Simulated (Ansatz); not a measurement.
Reactions of C3H5F3, SMILES `CC(F)(F)CF`.

Calculated with Ansatz (gas phase, PBE0-D4/def2-TZVP geometries, no zero-point term in ΔE). CCSD(T)/CBS is the MP2 limit (def2-TZVPP, def2-QZVPP) plus CCSD(T) − MP2 in def2-TZVPP, frozen cores. This one scheme is used for every species. def2 core potentials past Kr. For Sn outer-core shells are correlated without core-valence functions, which leaves a few kJ/mol of doubt a bond. One conformer a species, not always the lowest.

Order these by ΔE at CCSD(T)/CBS, lowest first. (Estimate.)
A. `CC(F)(F)CF` + H₂ → `CC(F)F` + fluoromethane
B. `CC(F)(F)CF` + CH₃OH → `COCF` + `CC(F)F`
C. `CC(F)(F)CF` + `[OH][Sn]([OH])([F])[F]` → `C[O][Sn]([OH])([F])[F]` + `FCC(F)F`

A (-36.3 kJ/mol), B (+13.9 kJ/mol), C (+91.5 kJ/mol).

Largest T1 diagnostic: 0.015, for `[OH][Sn]([OH])([F])[F]`.
